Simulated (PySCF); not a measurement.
**[Yb(N2)]3+ at several levels of theory**

Computed with PySCF 2.14.0 (density fitting, no spin-orbit coupling) at the geometry relaxed with BP86:

```xyz
3
[Yb(N2)]3+ (singlet in the valence; each metal's 4f electrons, 13 of them, lie in its core potential, out of spins and levels)
Yb    0.0000    0.0000   -0.3686
N     0.0000    0.0000    1.9492
N     0.0000    0.0000    3.0743
```

```json
{"level": "BP86", "basis": "Yb lcecp-1-SVP with ECP59, N def2-SVP", "state": "singlet", "HOMO (eV)": "-26.80", "gap (eV)": "4.13", "charge on Yb1 (e)": "2.62", "population of f-type functions on Yb1 (polarisation alone where 4f lies in the core)": "0.01", "dipole about the centre of mass (D)": "0.12", "largest force component (eV/Å)": "0.01"}
{"level": "revPBE", "basis": "the same", "state": "singlet", "HOMO (eV)": "-26.65", "gap (eV)": "4.05", "charge on Yb1 (e)": "2.62", "population of f-type functions on Yb1 (polarisation alone where 4f lies in the core)": "0.01", "dipole about the centre of mass (D)": "0.10", "largest force component (eV/Å)": "0.20"}
{"level": "r2SCAN", "basis": "the same", "state": "singlet", "HOMO (eV)": "-27.11", "gap (eV)": "5.15", "charge on Yb1 (e)": "2.68", "population of f-type functions on Yb1 (polarisation alone where 4f lies in the core)": "0.01", "dipole about the centre of mass (D)": "0.45", "largest force component (eV/Å)": "1.63"}
{"level": "PBE0", "basis": "the same", "state": "singlet", "HOMO (eV)": "-28.57", "gap (eV)": "7.00", "charge on Yb1 (e)": "2.67", "population of f-type functions on Yb1 (polarisation alone where 4f lies in the core)": "0.01", "dipole about the centre of mass (D)": "0.46", "largest force component (eV/Å)": "2.46"}
{"level": "HF", "basis": "the same", "state": "singlet", "HOMO (eV)": "-32.68", "gap (eV)": "14.66", "charge on Yb1 (e)": "2.79", "population of f-type functions on Yb1 (polarisation alone where 4f lies in the core)": "0.01", "dipole about the centre of mass (D)": "1.00", "largest force component (eV/Å)": "7.49"}
```

In the lcecp rows the 4f levels are missing from HOMO and gap, and the state counts the valence alone.

Charges are Mulliken's, which hang on the basis. The relaxation used the grid (50, 194), these runs (75, 302) or, all-electron (x2c bases, spin-free X2C Hamiltonian), (99, 590).

What does BP86 with Yb lcecp-1-TZVP with ECP59, N def2-TZVP give here?

state singlet, HOMO (eV) -26.85, gap (eV) 4.14, charge on Yb1 (e) 2.71, population of f-type functions on Yb1 (polarisation alone where 4f lies in the core) 0.01, dipole about the centre of mass (D) 0.01, largest force component (eV/Å) 1.15. Time: 4.5 s on 2 threads of Intel(R) Xeon(R) 6975P-C (Granite Rapids) (shared host), from free ions and atoms.

In the first row's basis the gap widens with exact exchange: 4.1 to 5.2 eV for revPBE, BP86, r2SCAN (none); 7.0 eV for PBE0 (a fixed share); 14.7 eV for Hartree–Fock (rising or full at long range).

An lcecp potential fixes the number of 4f electrons, so in runs with it no electron can move into or out of that shell.
